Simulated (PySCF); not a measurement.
SMILES C(C=C)CO, singlet at its GFN2-xTB optimised geometry (Å):

```
13

C      1.7547    -0.6515     0.0000
C      0.4358    -0.6515     0.0000
C     -0.4110     0.5810     0.0000
C     -1.3664     0.5965     1.1960
O     -2.3265    -0.4229     1.0229
H      2.3225     0.2651    -0.0123
H      2.3265    -1.5639     0.0028
H     -0.1202    -1.5785     0.0146
H      0.2137     1.4750     0.0299
H     -1.0180     0.6013    -0.9084
H     -1.8597     1.5785     1.2557
H     -0.7967     0.4387     2.1233
H     -2.9085    -0.4448     1.7887
```

Method: PySCF with PBE0/def2-TZVP. Cells within 0.4 Å of a nucleus heavier than hydrogen are left out (blank, or x).

Map of the electron localisation function on the plane z = 1.0 Å:

```
|000000000000000000000000000|
|000000000000000000000000000|
|000000000000000000000000000|
|000000000000000000000000000|
|000000121000000000000000000|
|000003898400000000000000000|
|000028999810003310000000000|
|000049999930026620000000000|
|000018999940026620000000000|
|000003999952124400000100000|
|000000389555322100024420000|
|000011242xx7521000146640000|
|000256674x47421011356631000|
|001478788444212345455420000|
|001478xx7411024677654200000|
|000367xx8400035788653100000|
|000147898500145677654210000|
|000025787200454444456530000|
|000002464001664111357741000|
|000000221001662000147640000|
|000000000000431000024310000|
|000000000000000000000000000|
|000000000000000000000000000|
|000000000000000000000000000|
|000000000000000000000000000|
|000000000000000000000000000|
|000000000000000000000000000|
```
Scale: ten equal steps from 0.000 (start of '0') to 0.998 (end of '9'), in the order '0123456789'; x runs from -4.50 to 4.50, y from -4.50 (bottom) to 4.50 (top).
